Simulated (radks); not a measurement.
Q: Excited configurations of neutral bismuth: one electron is placed in a higher orbital outside [Hg] 6p2. The ground configuration is [Hg] 6p3. Calculated with a radial shooting solver on a logarithmic mesh with Libxc functionals: Dirac Kohn-Sham, PBE, spin-unpolarised, spherical densities, point nucleus; open shells are shared between the two j in proportion to 2j + 1. Excitation = E - E(ground); binding = E(ion) - E, where the ion is the core of charge +1; n* = 1/sqrt(2 binding) in atomic units, and the quantum defect is n - n*. Eigenvalue and <r> are those of j = l + 1/2.

outer orbital  excitation (eV)  binding (eV)     n*  quantum defect  eigenvalue (eV)  <r> (bohr)
5f                       7.141         0.919  3.848           1.152           -0.431       17.06
6d                       6.213         1.847  2.714           3.286           -0.668       8.533
6f                       7.419         0.640  4.609           1.391           -0.367       28.74
7s                       4.704         3.355  2.014           4.986           -1.874       6.517
7p                       5.896         2.163  2.508           4.492           -1.127       9.350
7f                       7.594         0.466  5.406           1.594           -0.288       42.96

Estimate the row for 7d.

A: excitation (eV) 6.908; binding (eV) 1.151; n* 3.438; quantum defect 3.562; eigenvalue (eV) -0.622; <r> (bohr) 16.36. The Delta-SCF ionisation energy is 8.060 eV (NIST Atomic Spectra Database: 7.286 eV, measured). Self-interaction in the functional shifts the binding energies and quantum defects, so they are the method's values and not measured ones. Spin polarisation and multiplet splitting are left out, so open shells lie too high by an amount that depends on their filling. Sharing an open shell by 2j + 1 raises it above the true ground level by a part of the spin-orbit splitting, which enters the differences from NIST.

Beside tabulated values, note that spin-unpolarised runs miss the spin-polarisation part of the exchange energy of open shells.
